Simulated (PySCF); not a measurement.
BH6NO2Si.

```xyz
11

Si    -0.0033     1.8149     0.0000
N      0.7553     0.2317     0.0000
B      0.0164    -0.9957     0.0000
O     -1.3533    -0.8833     0.0000
O      0.5704    -2.2577     0.0000
H     -0.8444     2.0375    -1.2065
H     -0.8444     2.0375     1.2065
H      1.1088     2.8067     0.0000
H      1.7706     0.2055     0.0000
H     -1.7868    -1.7475     0.0000
H      1.5360    -2.2637     0.0000
```

Geometry optimised at TPSSh-D3(BJ)/def2-SVP. The structure was generated by enumeration, and PubChem lists no compound with its InChIKey, so it may never have been made. One conformer was computed; it need not be the lowest.

The numbers are results of PBE/pcSseg-1 (PySCF), not measurements. Non-relativistic, no solvent.

Computed absolute GIAO shielding of each atom: isotropic value and principal components (ppm):
```
atom  σ(iso)    σ11    σ22    σ33   span
----  ------  -----  -----  -----  -----
Si1    392.8  344.2  376.9  457.3  113.1
N2     224.3  184.3  211.7  276.9   92.5
B3      74.5   62.4   75.5   85.7   23.2
O4     242.0  178.1  273.8  274.0   95.9
O5     236.8  168.4  254.2  287.8  119.4
H6      26.4   23.1   24.8   31.4    8.3
H7      26.4   23.1   24.8   31.4    8.3
H8      26.8   23.6   25.2   31.5    7.9
H9      30.5   23.2   29.0   39.4   16.2
H10     28.3   22.1   24.3   38.4   16.3
H11     28.7   22.2   25.6   38.2   16.0
```
